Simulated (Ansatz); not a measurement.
Dissociation curve of PH, triplet.

Methods: ROCCSDT = CCSDT on ROHF/cc-pVTZ, frozen core (Ansatz, a first-principles code); UCCSD(T) = CCSD(T) on UHF/cc-pVTZ, frozen core in Ansatz; FCI = Ansatz with full CI/cc-pVTZ, frozen core.

Energies are in kcal/mol, each relative to the lowest point of its own curve near equilibrium.

| R / Å | ROCCSDT | UCCSD(T) | FCI |
|---|---|---|---|
| 1.07 | 56.6 | 56.6 | 56.6 |
| 1.14 | 32.0 | 32.0 | 32.0 |
| 1.22 | 14.4 | 14.4 | 14.4 |
| 1.27 | 7.6 | 7.6 | 7.6 |
| 1.33 | 2.7 | 2.6 | 2.7 |
| 1.39 | 0.4 | 0.4 | 0.4 |
| 1.43 | 0.0 | 0.0 | 0.0 |
| 1.50 | 1.0 | 1.0 | 1.0 |
| 1.51 | 1.3 | 1.3 | 1.3 |
| 1.56 | 3.1 | 3.2 | 3.1 |
| 1.66 | 8.4 | 8.5 | 8.4 |
| 1.74 | 13.5 | 13.7 | 13.5 |
| 1.92 | 26.1 | 26.4 | 26.0 |
| 2.11 | 38.8 | 39.6 | 38.7 |
| 2.39 | 53.5 | — | 53.2 |
| 2.54 | — | — | … |
| 2.84 | — | — | … |
| 3.12 | — | — | … |
| 3.56 | — | — | … |
| 3.85 | — | — | … |
| 4.29 | — | — | … |
| 5.01 | — | — | 70.2 |
| 5.68 | — | — | 70.2 |

Task: Some entries are withheld; supply them.

Result: 
- 2.54, FCI: 58.7
- 2.84, FCI: 65.3
- 3.12, FCI: 68.0
- 3.56, FCI: 69.6
- 3.85, FCI: 69.9
- 4.29, FCI: 70.1

A dash means that the run gave no value there, or that the column was ended at a point which the program doubted or which failed a test of continuity chosen for this set; such a test can also cut sound points.

The T1 diagnostic of CCSD on the restricted reference of ROCCSDT exceeds 0.045 at 2.39 to 2.54 Å. The unrestricted determinant behind UCCSD(T) is spin-contaminated at 1.92 to 5.68 Å (<S²> up to 3.0, against 2.00 for a pure triplet).
